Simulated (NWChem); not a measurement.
System: C2H5BFNO; SMILES OB(F)/C=N/C

Excerpt of the output:

```
             Northwest Computational Chemistry Package (NWChem) 7.3.0
             --------------------------------------------------------

 C1  symmetry detected

                             Geometry "geometry" -> ""
                             -------------------------

 Output coordinates in angstroms (scale by  1.889725989 to convert to a.u.)

  No.       Tag          Charge          X              Y              Z
 ---- ---------------- ---------- -------------- -------------- --------------
    1 C                    6.0000     0.08141618     2.69889303    -0.00081796
    2 N                    7.0000    -0.36995917     1.34001957    -0.00290761
    3 C                    6.0000     0.48995748     0.40229397     0.00443328
    4 B                    5.0000     0.02880192    -1.09993524     0.00079865
    5 O                    8.0000     0.96227047    -2.07322758    -0.00240070
    6 F                    9.0000    -1.26149581    -1.42459164     0.00088735
    7 H                    1.0000    -0.34373605     3.21933496     0.87349197
    8 H                    1.0000     1.18429728     2.81409821     0.01004069
    9 H                    1.0000    -0.32578353     3.21585066    -0.88570666
   10 H                    1.0000     1.58039977     0.62785003     0.01279561
   11 H                    1.0000     0.57758371    -2.95757123    -0.00473411

 Effective nuclear repulsion energy (a.u.)     212.0252494784

                                 NWChem DFT Module
                                 -----------------

 Summary of "ao basis" -> "ao basis" (spherical)
 ------------------------------------------------------------------------------
       Tag                 Description            Shells   Functions and Types
 ---------------- ------------------------------  ------  ---------------------
 C                          def2-svp                 6       14   3s2p1d
 N                          def2-svp                 6       14   3s2p1d
 B                          def2-svp                 6       14   3s2p1d
 O                          def2-svp                 6       14   3s2p1d
 F                          def2-svp                 6       14   3s2p1d
 H                          def2-svp                 3        5   2s1p

            General Information
            -------------------
          SCF calculation type: DFT
          Wavefunction type:  closed shell.
          No. of atoms     :    11
          No. of electrons :    46
           Alpha electrons :    23
            Beta electrons :    23
          Charge           :     0
          Spin multiplicity:     1
          Use of symmetry is: off; symmetry adaption is: off
          Maximum number of iterations: 150
          AO basis - number of functions:   109
                     number of shells:    51
          Convergence on energy requested:  1.00D-06
          Convergence on density requested:  1.00D-05
          Convergence on gradient requested:  5.00D-04

              XC Information
              --------------
                        Slater Exchange Functional  1.000 local
            Perdew 1991 LDA Correlation Functional  1.000 local

             Grid Information
             ----------------
          Grid used for XC integration:  medium
          Radial quadrature: Mura-Knowles
          Angular quadrature: Lebedev.
          Tag              B.-S. Rad. Rad. Pts. Rad. Cut. Ang. Pts.
          ---              ---------- --------- --------- ---------
          C                   0.70       49          13.0       434
          N                   0.65       49          11.0       434
          B                   0.85       49          11.0       434
          O                   0.60       49          13.0       434
          F                   0.50       49          12.0       434
          H                   0.35       45          14.0       434
          Grid pruning is: on
          Number of quadrature shells:   519
          Spatial weights used:  Erf1

      Superposition of Atomic Density Guess
      -------------------------------------

 Sum of atomic energies:        -330.47785760

      Non-variational initial energy
      ------------------------------

 Total energy =    -333.317096
 1-e energy   =    -872.014197
 2-e energy   =     326.671851
 HOMO         =      -0.302018
 LUMO         =      -0.061046

     ---------------------------------------------
      Total Density - Mulliken Population Analysis
     ---------------------------------------------

    Atom       Charge   Shell Charges
 -----------   ------   -------------------------------------------------------
    1 C    6     6.06   1.99  0.95  0.19  1.96  0.93  0.04
    2 N    7     7.45   1.99  1.08  0.57  2.34  1.44  0.03
    3 C    6     5.91   1.99  0.98  0.25  1.83  0.81  0.04
    4 B    5     4.39   1.99  0.80  0.11  1.11  0.20  0.18
    5 O    8     8.50   1.99  1.11  0.56  3.08  1.77  0.01
    6 F    9     9.37   1.99  1.15  0.72  3.50  2.00  0.00
    7 H    1     0.90   0.67  0.21  0.02
    8 H    1     0.93   0.68  0.23  0.02
    9 H    1     0.90   0.67  0.21  0.02
   10 H    1     0.93   0.68  0.23  0.02
   11 H    1     0.66   0.52  0.07  0.06

   convergence    iter        energy       DeltaE   RMS-Dens  Diis-err
 ---------------- ----- ----------------- --------- --------- ---------
 d= 0,ls=0.0,diis     1   -330.9768011420 -5.43D+02  1.77D-02  1.45D+00
 d= 0,ls=0.0,diis     2   -330.7897387444  1.87D-01  1.12D-02  3.22D+00
 d= 0,ls=0.0,diis     3   -331.0708464725 -2.81D-01  5.04D-03  3.13D-01
 d= 0,ls=0.0,diis     4   -331.0796500207 -8.80D-03  2.93D-03  2.17D-01
 d= 0,ls=0.0,diis     5   -331.1048622885 -2.52D-02  4.53D-04  3.61D-03
  Resetting Diis
 d= 0,ls=0.0,diis     6   -331.1051917266 -3.29D-04  1.61D-04  9.00D-04
 d= 0,ls=0.0,diis     7   -331.1052743279 -8.26D-05  1.07D-04  4.60D-05
 d= 0,ls=0.0,diis     8   -331.1052584526  1.59D-05  7.29D-05  2.16D-04
 d= 0,ls=0.0,diis     9   -331.1052784634 -2.00D-05  1.18D-05  2.28D-06
 d= 0,ls=0.0,diis    10   -331.1052786530 -1.90D-07  4.49D-06  5.15D-07

         Total DFT energy =     -331.105278652992
      One electron energy =     -876.675600748941
           Coulomb energy =      373.574635464975
    Exchange-Corr. energy =      -40.029562847378
 Nuclear repulsion energy =      212.025249478352

 Numeric. integr. density =       46.000012515652

                       DFT Final Molecular Orbital Analysis
                       ------------------------------------

 Vector   21  Occ=2.000000D+00  E=-3.067351D-01
              MO Center= -1.7D-02,  4.0D-01,  1.8D-03, r^2= 4.3D+00
   Bfn.  Coefficient  Atom+Function         Bfn.  Coefficient  Atom+Function
  ----- ------------  ---------------      ----- ------------  ---------------
    75     -0.345470   6 F  py               33      0.329886   3 C  py
    47      0.232348   4 B  py               78      0.232408   6 F  py
     4     -0.190302   1 C  px               90     -0.175429   8 H  s
     5      0.159985   1 C  py               36      0.145956   3 C  py
   100      0.140001  10 H  s                18     -0.133324   2 N  px

 Vector   22  Occ=2.000000D+00  E=-2.769642D-01
              MO Center=  8.2D-02,  1.2D+00, -3.8D-04, r^2= 3.0D+00
   Bfn.  Coefficient  Atom+Function         Bfn.  Coefficient  Atom+Function
  ----- ------------  ---------------      ----- ------------  ---------------
    34     -0.367475   3 C  pz               20      0.356418   2 N  pz
    37     -0.252064   3 C  pz               23     -0.225714   2 N  pz
     6      0.217203   1 C  pz               85      0.187784   7 H  s
    95     -0.188072   9 H  s                62      0.175078   5 O  pz
    65      0.127990   5 O  pz               86      0.113266   7 H  s

 Vector   23  Occ=2.000000D+00  E=-2.038717D-01
              MO Center= -1.7D-01,  1.2D+00, -1.2D-03, r^2= 2.0D+00
   Bfn.  Coefficient  Atom+Function         Bfn.  Coefficient  Atom+Function
  ----- ------------  ---------------      ----- ------------  ---------------
    18      0.482190   2 N  px               17      0.347107   2 N  s
    21     -0.326736   2 N  px              101      0.218872  10 H  s
   100      0.202278  10 H  s                31     -0.192662   3 C  s
    91      0.191645   8 H  s                16      0.181540   2 N  s
    32      0.157922   3 C  px               90      0.151001   8 H  s

 Vector   24  Occ=0.000000D+00  E=-8.536620D-02
              MO Center=  6.9D-02,  3.7D-01,  3.6D-04, r^2= 2.9D+00
   Bfn.  Coefficient  Atom+Function         Bfn.  Coefficient  Atom+Function
  ----- ------------  ---------------      ----- ------------  ---------------
    23     -0.433749   2 N  pz               20      0.431086   2 N  pz
    37      0.370058   3 C  pz               34      0.329948   3 C  pz
    48     -0.330732   4 B  pz               62     -0.192473   5 O  pz
    51      0.167417   4 B  pz               65     -0.168018   5 O  pz
    96     -0.150019   9 H  s                86      0.149194   7 H  s

 Vector   25  Occ=0.000000D+00  E= 2.433961D-02
              MO Center=  4.5D-01, -2.8D+00, -2.3D-03, r^2= 3.1D+00
   Bfn.  Coefficient  Atom+Function         Bfn.  Coefficient  Atom+Function
  ----- ------------  ---------------      ----- ------------  ---------------
   106      1.137251  11 H  s                59     -0.795742   5 O  s
    45      0.704659   4 B  s                31     -0.568144   3 C  s
    64      0.278628   5 O  py                3     -0.232017   1 C  s
    61      0.224191   5 O  py               58     -0.200214   5 O  s
   105      0.189115  11 H  s                73     -0.163099   6 F  s

[...]
```

Level: LDA (Slater exchange, PW92)/def2-SVP. Structure relaxed at the PBE0/def2-SVP level.

**Question.** Reconstruct the input file.

**Answer.** Several could match; the one computed here: the input that was run:
```
start job
memory heap 200 mb stack 700 mb global 900 mb
geometry units angstroms noautoz
  C      0.063261     2.695787    -0.001057
  N     -0.377445     1.333417    -0.003768
  C      0.489785     0.402461     0.004770
  B      0.040425    -1.103337     0.000501
  O      0.981498    -2.069282    -0.001399
  F     -1.247287    -1.438098    -0.001200
  H     -0.367171     3.212874     0.872660
  H      1.165189     2.819634     0.011332
  H     -0.346750     3.209543    -0.886512
  H      1.578413     0.636558     0.014645
  H      0.603759    -2.956614    -0.004263
end
basis spherical
  * library def2-svp
end
dft
  xc slater pw91lda
  iterations 150
  mulliken
end
task dft energy
```
